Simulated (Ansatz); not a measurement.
Stepwise reaction of `[NH2][In]([NH2])[NH2]` with hydrogen, as a gas-phase model of exchange steps in deposition or etching. ΔE in kJ/mol; ΔG adds harmonic PBE0-D4 terms to CCSD(T)/CBS, at 1 bar.

Computed with Ansatz on PBE0-D4/def2-TZVP structures; ΔE is electronic, products minus reactants. CCSD(T)/CBS adds triple-zeta CCSD(T) − MP2 to the extrapolated MP2 energy (def2 sets, frozen cores). This one scheme is used for every species. DFT in def2-TZVPP. B3LYP here is the variant with VWN-RPA as its local correlation; programs differ in this. Elements past krypton have def2 core potentials. For In outer-core shells are correlated without core-valence functions, which leaves a few kJ/mol of doubt a bond. Each species was taken in one conformer, which may not be the lowest.

```json
{"step": "1", "reaction": "`[NH2][In]([NH2])[NH2]` + H₂ → `[NH2][InH][NH2]` + NH₃", "PBE-D4": "-23.7", "B3LYP-D4": "-25.1", "ωB97M-V": "-27.0", "CCSD(T)/CBS": "-16.1", "ΔG(600 K)": "-13.4"}
{"step": "2", "reaction": "`[NH2][InH][NH2]` + H₂ → `[NH2][InH2]` + NH₃", "PBE-D4": "-15.7", "B3LYP-D4": "-16.6", "ωB97M-V": "-17.8", "CCSD(T)/CBS": "-7.3", "ΔG(600 K)": "-9.4"}
{"step": "3", "reaction": "`[NH2][InH2]` + H₂ → `[InH3]` + NH₃", "PBE-D4": "3.6", "B3LYP-D4": "1.1", "ωB97M-V": "-1.4", "CCSD(T)/CBS": "9.2", "ΔG(600 K)": "15.3"}
```

Problem. By hand: ΔE of the 3 steps together at CCSD(T)/CBS.

Solution. (-16.1) + (-7.3) + (9.2) = -14.2 kJ/mol, or -4.7 kJ/mol a step.

In ΔE each step is higher than the one before. ΔG lies between -13.4 and 15.3 kJ/mol a step. PBE-D4 differs from CCSD(T)/CBS by -8.4 to -5.6 kJ/mol a step. Isolated molecules leave out the surface, adducts and barriers. Largest T1 diagnostic: 0.016.
